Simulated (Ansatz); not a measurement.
CH$_{4}$BrFSi, SMILES `F[SiH2]CBr`, one more setting.

```yaml
crystal:
  periodic: [false, false, false]
  atoms:
    - {symbol: F, position_ang: [-1.780867, 0.738068, -0.749543]}
    - {symbol: Si, position_ang: [-0.271487, 0.874087, -0.138678]}
    - {symbol: C, position_ang: [0.350656, -0.838034, 0.318853]}
    - {symbol: Br, position_ang: [0.508838, -1.951645, -1.202333]}
    - {symbol: H, position_ang: [0.561288, 1.471933, -1.178438]}
    - {symbol: H, position_ang: [-0.337938, 1.775256, 1.029304]}
    - {symbol: H, position_ang: [-0.307596, -1.263052, 1.035462]}
    - {symbol: H, position_ang: [1.425868, -0.752531, 0.784350]}
basis:
  gaussian: {orbitals: aug-cc-pVTZ}
total_charge: 1
magnetization: {spin_polarized: true, initial_magnetization: 1}
hamiltonian: {xc: {name: CAM-B3LYP}, dispersion: d3bjatm}
output: {forces: true}
```

```sh
$ ansatz run in.yaml --threads 4 --pin off --events-out ev --progress --plain --max-ram 10444MiB
```

Shortened log:

```
Functional definition: CAM-B3LYP
1467 factors; their error is unknown
468 factors; integrals over basis functions are off by at most 2.7e-5 eV
mean field evaluation 1: about -81728.7804 eV, gradient 5.6e1 eV
mean field evaluation 2: about -81705.5635 eV, gradient 9.4e1 eV
mean field evaluation 4: about -81739.3491 eV, gradient 6.7e0 eV
mean field evaluation 8: about -81739.6027 eV, gradient 1.7e-1 eV
mean field evaluation 16: about -81739.7841 eV, gradient 2.0e-2 eV
mean field -81739.78413371 eV, -3003.8816616983 hartree, gradient 2.2e-5 eV, S^2 0.754018; 2 other end points of the search recorded, 0 dependent functions left out
reference -81739.78426701 eV, -3003.8816665968 hartree; 34, 33 occupied and 259, 260 virtual orbitals, 1467 factors
Total energy: -81739.93312384 eV, -3003.8871369845 hartree
Atom 0 at    -1.780867     0.738068    -0.749543 Å, force     1.375837    -0.367614     0.628799 eV/Å
Atom 1 at    -0.271487     0.874087    -0.138678 Å, force    -1.915877     2.402434    -1.214921 eV/Å
Atom 2 at     0.350656    -0.838034     0.318853 Å, force     3.147175    -1.209701     0.592537 eV/Å
Atom 3 at     0.508838    -1.951645    -1.202333 Å, force    -0.209204     0.309554     0.432349 eV/Å
Atom 4 at     0.561288     1.471933    -1.178438 Å, force     0.269403    -0.274373    -0.167423 eV/Å
Atom 5 at    -0.337938     1.775256     1.029304 Å, force     0.111135    -0.550511     0.301810 eV/Å
Atom 6 at    -0.307596    -1.263052     1.035462 Å, force    -0.859988    -0.524586     0.423120 eV/Å
Atom 7 at     1.425868    -0.752531     0.784350 Å, force    -1.918480     0.214798    -0.996272 eV/Å
Dipole moment:     0.592054    -0.174677     0.486123 e Å
```

It took 32 s on 4 threads of an Arm Neoverse V2 on a shared host, with 2.1 GiB of host memory at the peak.
